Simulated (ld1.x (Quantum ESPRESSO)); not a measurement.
Reading a pseudo-wave (Cl (Z = 17))

Columns: radius, all-electron u(r) and pseudo u(r) of the 3p shell (level -8.71 eV) of chlorine in the configuration [Ne] 3s2 3p5; LDA (PZ), scalar-relativistic, RRKJ scheme, ld1.x (Quantum ESPRESSO) 7.5.

```
r (bohr)  all-electron   pseudo
   0.065        0.1101  -0.0029
   0.130        0.2601  -0.0117
   0.195        0.3475  -0.0271
   0.260        0.3617  -0.0499
   0.325        0.3182  -0.0806
   0.390        0.2359  -0.1197
   0.455        0.1314  -0.1670
   0.520        0.0169  -0.2216
   0.585       -0.0988  -0.2819
   0.650       -0.2099  -0.3457
   0.715       -0.3127  -0.4104
   0.780       -0.4052  -0.4735
   0.845       -0.4864  -0.5328
   0.910       -0.5560  -0.5863
   0.975       -0.6144  -0.6330
   1.040       -0.6621  -0.6725
   1.105       -0.7000  -0.7049
   1.170       -0.7288  -0.7305
   1.235       -0.7496  -0.7498
   1.300       -0.7632  -0.7632
   1.365       -0.7706  -0.7706
   1.430       -0.7727  -0.7727
   1.495       -0.7701  -0.7701
   1.560       -0.7637  -0.7637
   1.625       -0.7540  -0.7540
   1.690       -0.7416  -0.7416
```

Q: How many radial nodes do the two functions have?

A: The all-electron 3p function has n − l − 1 = 1; the pseudo-wave has 0, since the states of the same l below it are removed with the core.

Q: At about which radius was the pseudo-wave matched?

A: 1.30 bohr, where the columns begin to agree (steps of 0.07 bohr).

Q: Where does each function peak?

A: Outermost all-electron maximum near 1.43 bohr, pseudo maximum near 1.43 bohr (to the table’s step).

Q: Is the pseudo-wave norm-conserving?

A: Yes: the RRKJ scheme keeps the norm inside the radius equal to the all-electron one, which fixes the energy derivative of the logarithmic derivative at the level.
